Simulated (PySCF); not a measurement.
Simulation results for FH$_{2}$Si

Calculation on a computer-drawn molecule: vertical ionisation energy to the stated ion spin, frozen-core CCSD(T) at the basis limit and cheaper methods, single-reference cases, UHF for radicals, no spin-orbit; all values are single points at the evaluated structure, the first of each entry, which is the reference or a displaced copy of it and isn't optimised; the reference structure only sets the zero of the energies above reference; triples share is (T) over the correlation energy. Program: PySCF 2.14.0.

Common to all runs: charge 1; multiplicity 1; ion multiplicity 2; diffuse functions no; basis cc-pV(n+d)Z; reference is the Hartree-Fock double-zeta minimum; best is HF at quadruple zeta + MP2 correlation extrapolated from triple and quadruple zeta + CCSD(T) minus MP2 at triple zeta; basis step is the size of the change from the same recipe one zeta lower.

(1) FH$_{2}$Si

Evaluated structure:
```xyz
4
FH2Si
F     -0.4616     1.0344     0.6288
Si     0.8541     0.9729     1.4106
H      1.2228    -0.2937     1.9940
H      1.6310     2.3318     1.5090
```

Reference structure:
```xyz
4
FH2Si
F     -0.4670     1.0251     0.6251
Si     0.8621     0.9942     1.4253
H      1.2307    -0.2919     1.9930
H      1.5801     2.2550     1.5114
```

| Item | Value |
| --- | --- |
| energy above reference best | ? |

Drawn bonds:
```
atom  other atom  order
   1           2      1
   2           3      1
   2           4      1
```

(2) FH$_{2}$Si

Evaluated structure:
```xyz
4
FH2Si
F     -0.4700     1.0369     0.6302
Si     0.8496     0.9754     1.4134
H      1.2343    -0.2914     1.9745
H      1.5678     2.2529     1.5066
```

Reference structure:
```xyz
4
FH2Si
F     -0.4670     1.0251     0.6251
Si     0.8621     0.9942     1.4253
H      1.2307    -0.2919     1.9930
H      1.5801     2.2550     1.5114
```

| Property | Result |
| --- | --- |
| ion spin squared at triple zeta | ? |
| energy above reference best | ? |
| total energy HF triple zeta | ? |
| ion D1 diagnostic at triple zeta | ? |

Drawn bonds:
```
atom  other atom  order
   1           2      1
   2           3      1
   2           4      1
```

(3) FH$_{2}$Si

Evaluated structure:
```xyz
4
FH2Si
F     -0.4700     1.0369     0.6302
Si     0.8496     0.9754     1.4134
H      1.2549    -0.3592     2.0045
H      1.5678     2.2529     1.5066
```

Reference structure:
```xyz
4
FH2Si
F     -0.4670     1.0251     0.6251
Si     0.8621     0.9942     1.4253
H      1.2307    -0.2919     1.9930
H      1.5801     2.2550     1.5114
```

| Item | Value |
| --- | --- |
| energy above reference best | ? |

Drawn bonds:
```
atom  other atom  order
   1           2      1
   2           3      1
   2           4      1
```

Q: Give the missing energy above reference best for FH$_{2}$Si (entry 1).
A: 2.296 kcal/mol

Q: Give the table of triple zeta values for FH$_{2}$Si (entry 1).
A: 
Triple zeta:
```
 method  ionisation energy (eV)  energy above reference (kcal/mol)
     HF                   20.21                              2.446
    PBE                   20.21                               1.77
 r2SCAN                   20.35                              2.075
  B3LYP                   20.56                              2.233
  wB97X                   20.73                              2.319
    MP2                   20.78                              2.703
   CCSD                   20.86                              2.327
CCSD(T)                   20.79                               2.33
```

Q: What ion spin squared at triple zeta does the calculation give for FH$_{2}$Si (entry 2)?
A: 0.8116

Q: FH$_{2}$Si (entry 2): energy above reference best?
A: 0.02304 kcal/mol

Q: Give the missing total energy HF triple zeta for FH$_{2}$Si (entry 2).
A: -389.3234 hartree

Q: Estimate the ion D1 diagnostic at triple zeta of FH$_{2}$Si (entry 2).
A: 0.1647

Q: Estimate the energy above reference best of FH$_{2}$Si (entry 3).
A: 0.5394 kcal/mol

Q: Give the table of triple zeta values for FH$_{2}$Si (entry 3).
A: 
Triple zeta:
```
 method  ionisation energy (eV)  energy above reference (kcal/mol)
     HF                   20.39                             0.5751
    PBE                    20.3                             0.1795
 r2SCAN                   20.46                             0.3814
  B3LYP                   20.67                             0.5147
  wB97X                   20.85                             0.5449
    MP2                   20.94                             0.8269
   CCSD                   20.99                             0.5634
CCSD(T)                   20.92                              0.574
```

Further results for FH$_{2}$Si (entry 1):

| Property | Result |
| --- | --- |
| ionisation energy best | 20.91 eV |
| ionisation energy basis step | 0.02495 eV |
| energy above reference basis step | 0.2038 kcal/mol |
| ionisation energy Koopmans at triple zeta | 21.11 eV |
| ionisation energy EOM CCSD at triple zeta | 20.88 eV |
| total energy HF triple zeta | -389.3189 hartree |
| total energy CCSD(T) triple zeta | -389.6938 hartree |
| total energy best | -389.7601 hartree |
| T1 diagnostic at triple zeta | 0.01407 |
| D1 diagnostic at triple zeta | 0.03691 |
| ion T1 diagnostic at triple zeta | 0.03679 |
| ion D1 diagnostic at triple zeta | 0.1425 |
| ion spin squared at triple zeta | 0.8069 |
| triples share at triple zeta | 0.02712 |
| basis functions triple zeta | 97 |

Further results for FH$_{2}$Si (entry 2):

| Property | Result |
| --- | --- |
| ionisation energy best | 21.25 eV |
| ionisation energy basis step | 0.01925 eV |
| energy above reference basis step | 0.09724 kcal/mol |
| ionisation energy Koopmans at triple zeta | 21.53 eV |
| ionisation energy EOM CCSD at triple zeta | 21.21 eV |
| total energy CCSD(T) triple zeta | -389.6975 hartree |
| total energy best | -389.7637 hartree |
| T1 diagnostic at triple zeta | 0.01401 |
| D1 diagnostic at triple zeta | 0.0372 |
| ion T1 diagnostic at triple zeta | 0.04096 |
| triples share at triple zeta | 0.02689 |
| basis functions triple zeta | 97 |

Triple zeta:
```
 method  ionisation energy (eV)  energy above reference (kcal/mol)
     HF                   20.65                            -0.3679
    PBE                   20.47                             0.3279
 r2SCAN                   20.64                            0.07455
  B3LYP                   20.86                             0.1142
  wB97X                   21.04                            0.04731
    MP2                   21.17                            0.07507
   CCSD                   21.21                            -0.0248
CCSD(T)                   21.14                            0.04698
```

Further results for FH$_{2}$Si (entry 3):

| Item | Value |
| --- | --- |
| ionisation energy best | 21.04 eV |
| ionisation energy basis step | 0.02175 eV |
| energy above reference basis step | 0.1712 kcal/mol |
| ionisation energy Koopmans at triple zeta | 21.27 eV |
| ionisation energy EOM CCSD at triple zeta | 21 eV |
| total energy HF triple zeta | -389.3219 hartree |
| total energy CCSD(T) triple zeta | -389.6966 hartree |
| total energy best | -389.7629 hartree |
| T1 diagnostic at triple zeta | 0.01411 |
| D1 diagnostic at triple zeta | 0.03717 |
| ion T1 diagnostic at triple zeta | 0.03889 |
| ion D1 diagnostic at triple zeta | 0.1505 |
| ion spin squared at triple zeta | 0.8181 |
| triples share at triple zeta | 0.0271 |
| basis functions triple zeta | 97 |
